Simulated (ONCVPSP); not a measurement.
Configuration tests for aluminium (ONCV)

| Quantity | Value |
| --- | --- |
| Element | aluminium |
| Generator | ONCVPSP 4.0.1 |
| Type | optimised norm-conserving Vanderbilt (ONCV) |
| Functional | PW91 |
| Relativity | scalar-relativistic |
| Frozen core | [Ne] |
| Valence charge | 3 |
| Reference configuration | 3s1.75 3p1.25 |
| Partial waves | 3s: rc 1.70 bohr, ncon 4, nbas 8, qcut 4 1/bohr, 1 projector; 3p: rc 2.60 bohr, ncon 3, nbas 7, qcut 3.3 1/bohr, 2 projectors, debl 2 Ha; d scattering state at 0.27 Ha: rc 2.65 bohr, ncon 3, nbas 7, qcut 3.2 1/bohr, 2 projectors, debl 0.4 Ha |
| Local potential | polynomial inside 1.10 bohr (lpopt 4, dvloc0 1.5 Ha) |
| Core correction | Teter function, fcfact 4, rcfact 1.3 |

Energies are relative to the spin-unpolarised reference configuration 3s1.75 3p1.25; without spin polarisation the order of configurations can differ from experiment.

| valence configuration | charge | ΔE all-electron (eV) | error AE − PS (meV) |
| --- | --- | --- | --- |
| 3s2 3p0 | +1 | 4.533 | +0.6 |
| 3s1 3p1 | +1 | 10.346 | +3.0 |

Q: What are ΔE and the potential's error for 3s2 3p1?

A: ΔE = -1.269 eV all-electron; the error (AE − PS) is +0.2 meV.

Q: What are ΔE and the potential's error for 3s1 3p0?

A: ΔE = 23.811 eV all-electron; the error (AE − PS) is +16 meV.
